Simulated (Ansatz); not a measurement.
`[O]=[W]([OH])([OH])([F])[Cl]` from Hartree–Fock to CCSD(T)

```xyz
8

O     0.273   -0.048    1.811
W     0.211    0.167    0.146
O    -0.064   -1.490   -0.723
O    -1.596    0.523   -0.137
F     2.016   -0.182   -0.301
Cl    0.752    2.353   -0.319
H     0.712   -2.003   -0.967
H    -2.304    0.681    0.490
```

Total charge 0; spin multiplicity 1. Correlated methods include outer-core shells of W, which these sets cover unevenly. W takes the def2 core potential. The geometry is a stationary point of PBE0-D4/def2-TZVP. It is one conformer, not always the lowest. Frozen core, restricted reference, Ansatz 0.2.0.

```csv
basis,HF (Eh),MP2 corr.
def2-SVP,-850.82841,-1.27779
def2-TZVPP,-851.44389,-1.67795
def2-QZVPP,-851.47285,-1.83897
```

Q: Estimate the CCSD correlation energy and the (T) correction in each basis where they were run (hartree).

A: 
```csv
basis,CCSD corr.,(T)
def2-SVP,-1.23903,-0.04958
def2-TZVPP,-1.63160,-0.08269
```
